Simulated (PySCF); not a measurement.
CH4OSZn, SMILES C[O][Zn][SH]. Atoms are numbered in the order given.

```xyz
8

Zn     0.0659     0.0557     0.0839
O      1.2711    -0.7631    -0.9145
C      1.0399    -1.4470    -2.1116
H      0.6160    -0.8057    -2.9130
H      1.9999    -1.8410    -2.4955
H      0.3608    -2.3185    -1.9991
S     -1.2427     1.1283     1.4190
H     -1.4786     0.0285     2.1724
```

Geometry: r2SCAN-D4/def2-SVP. Other conformers were not sampled.

Method: PBE/def2-TZVP run with PySCF.

Isolated molecule, no solvent.

```json
{
 "total_energy": "-2292.84631 hartree",
 "highest_occupied_level": "-6.05 eV",
 "lowest_empty_level": "-1.85 eV",
 "orbital_gap": "4.20 eV",
 "dipole_moment": "1.18 D",
 "quadrupole, principal values (traceless, Buckingham form, about the centre of nuclear charge)": "-7.37, 0.96, 6.41 D·Å",
 "mean_static_polarisability": "63.1 bohr³ (9.36 Å³)",
 "polarisability_principal_values": "48.6, 49.1, 91.8 bohr³"
}
```
